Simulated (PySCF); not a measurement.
S⁺ (sulfur, charge +1) across methods

[Ne] 3s2 3p3, high-spin 4S determinant. Calculation: PySCF 2.14, in aug-cc-pV(Q+d)Z with one added diffuse shell each of s, p, d, f, g type (8s7p6d4f3g, 114 functions); no relativity, point nucleus. The B2PLYP total includes its PT2 part (frozen core); its orbital energies are those of the SCF part.

```tsv
method	E (hartree)	mean ε 3s α (eV)	mean ε 3s β (eV)	mean ε 3p α (eV)	Σ⟨r²⟩ (bohr²)	⟨S²⟩
M06	-397.7254	-30.826	-26.619	-19.079	20.46	3.751
PBE	-397.5646	-28.706	-25.267	-17.925	20.63	3.750
r2SCAN	-397.7121	-29.874	-25.255	-18.478	20.53	3.750
B2PLYP	-397.6241	-33.833	-27.792	-20.806	20.65	3.751
wB97M-V	-397.7186	-33.523	-29.494	-21.480	20.80	3.750
PBE0	-397.6012	-31.339	-26.613	-19.495	20.58	3.750
UHF	-397.17322	-38.434	-29.058	-23.466	20.74	3.751
LDA	-396.3485	-28.596	-25.523	-17.897	20.67	3.750
```
